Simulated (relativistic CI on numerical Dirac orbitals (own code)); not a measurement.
**Radial parameters of Er11+**

These numbers are calculated, not measured: Dirac-Coulomb-Breit CI, separate exchange-only KLI orbitals for each configuration, model QED (radiative potential, 1s self-energy scaled to tabulated hydrogen-like ionisation energies), unscaled Slater integrals (own radial code, finite nucleus).

Slater integrals F^k, G^k are unscaled and averaged over j, outside the closed core [Ar] 3d10 4p6 4d10; ζ comes from projecting the Hamiltonian with its Breit term on Σ l·s of the shell.

- 4s2 4f9 5s2: F^2(4f,4f) = 151920, F^4(4f,4f) = 96551, F^6(4f,4f) = 69822, ζ(4f) = 2679.8 cm⁻¹; <r>(4f) = 0.6512, <r^2>(4f) = 0.5104 (bohr units).
- 4s2 4f11: F^2(4f,4f) = 145690, F^4(4f,4f) = 92324, F^6(4f,4f) = 66683, ζ(4f) = 2447.8 cm⁻¹; <r>(4f) = 0.6741, <r^2>(4f) = 0.549 (bohr units).
- 4s2 4f10 5s: F^2(4f,4f) = 148690, F^4(4f,4f) = 94356, F^6(4f,4f) = 68191, ζ(4f) = 2562.3, G^3(4f,5s) = 34584 cm⁻¹; <r>(4f) = 0.6629, <r^2>(4f) = 0.53, <r>(5s) = 1.102, <r^2>(5s) = 1.351 (bohr units).

Averages of the first 9 configurations, taken without configuration mixing, which lowers the lowest level and can move excited configurations by several eV; other configurations of the list can lie among them:

| Configuration | Parity | States | Average energy above the lowest level (eV) |
| --- | --- | --- | --- |
| 4s2 4f9 5s2 | odd | 2002 | 10.5 |
| 4s2 4f11 | odd | 364 | 68.1 |
| 4s2 4f10 5s | even | 2002 | 37.0 |
| 4s2 4f10 5p | odd | 6006 | 69.4 |
| 4s2 4f10 5d | even | 10010 | 113.7 |
| 4s2 4f10 6s | even | 2002 | 141.4 |
| 4s2 4f7 5s2 6s2 | odd | 3432 | 192.9 |
| 4s2 4f9 6s2 | odd | 2002 | 226.8 |
| 4f11 5s2 | odd | 364 | 927.0 |
